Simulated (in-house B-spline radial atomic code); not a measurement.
**Binding energies in Cd⁷⁺**

NIST's tabulated ground configuration is [Kr] 4d5; each binding energy is the energy of the ion with one electron taken from that subshell, relaxed, less that of the parent. Computed with a B-spline radial code for spherical atoms: Dirac-Hartree-Fock, average of configuration, Fermi nucleus of rms radius 4.6087 fm. Energies include first-order Breit, QED and recoil terms.

```json
{"subshell": "1s", "X-ray name": "K", "binding energy (eV)": "26848", "-ε (eV)": "26990.4", "relaxation (eV)": "58.3"}
{"subshell": "2s", "X-ray name": "L1", "binding energy (eV)": "4163.1", "-ε (eV)": "4200.2", "relaxation (eV)": "28.5"}
{"subshell": "2p1/2", "X-ray name": "L2", "binding energy (eV)": "3866.7", "-ε (eV)": "3906.7", "relaxation (eV)": "31.8"}
{"subshell": "2p3/2", "X-ray name": "L3", "binding energy (eV)": "3676.9", "-ε (eV)": "3713.4", "relaxation (eV)": "30.7"}
{"subshell": "3s", "X-ray name": "M1", "binding energy (eV)": "908.9", "-ε (eV)": "919.7", "relaxation (eV)": "9.5"}
{"subshell": "3p1/2", "X-ray name": "M2", "binding energy (eV)": "789.9", "-ε (eV)": "801.0", "relaxation (eV)": "9.9"}
{"subshell": "3p3/2", "X-ray name": "M3", "binding energy (eV)": "755.1", "-ε (eV)": "765.3", "relaxation (eV)": "9.5"}
{"subshell": "4s", "X-ray name": "N1", "binding energy (eV)": "240.5", "-ε (eV)": "242.5", "relaxation (eV)": "1.7"}
{"subshell": "4p1/2", "X-ray name": "N2", "binding energy (eV)": "198.1", "-ε (eV)": "199.8", "relaxation (eV)": "1.6"}
{"subshell": "4p3/2", "X-ray name": "N3", "binding energy (eV)": "191.6", "-ε (eV)": "193.1", "relaxation (eV)": "1.5"}
{"subshell": "4d", "X-ray name": "N4,5", "binding energy (eV)": "127.8", "-ε (eV)": "128.9", "relaxation (eV)": "1.1"}
```

Relaxation = -ε minus the binding energy without Breit, QED and recoil terms.

Emission lines follow as differences of binding energies, with λ = 12398.42 eV·Å / E:

| line | holes | energy (eV) | wavelength (Å) |
| --- | --- | --- | --- |
| K-L3 | 1s → 2p3/2 | 23171.1 | 0.53508 |
| K-L2 | 1s → 2p1/2 | 22981.3 | 0.5395 |
| K-M3 | 1s → 3p3/2 | 26092.9 | 0.47516 |
| L1-M3 | 2s → 3p3/2 | 3408.0 | 3.638 |
| L3-M1 | 2p3/2 → 3s | 2768.0 | 4.4792 |

What screening constant σ does Moseley's law, E = (3/4)·13.6057 eV·(Z - σ)², need for K-L3?

σ = 0.35.

Moseley's non-relativistic formula needs a falling, then negative, screening constant for heavy elements, because relativity binds the 1s electron more strongly than the formula allows.

What does it cost to remove both a 3p3/2 and a 3p1/2 electron?

1592.4 eV, which is 47.39 eV more than the two single binding energies together.

What does it cost to remove both a 3s and a 4d electron?

1062.3 eV, which is 25.55 eV more than the two single binding energies together.

What does it cost to remove both a 3p1/2 and a 4s electron?

1059.3 eV, which is 28.84 eV more than the two single binding energies together.
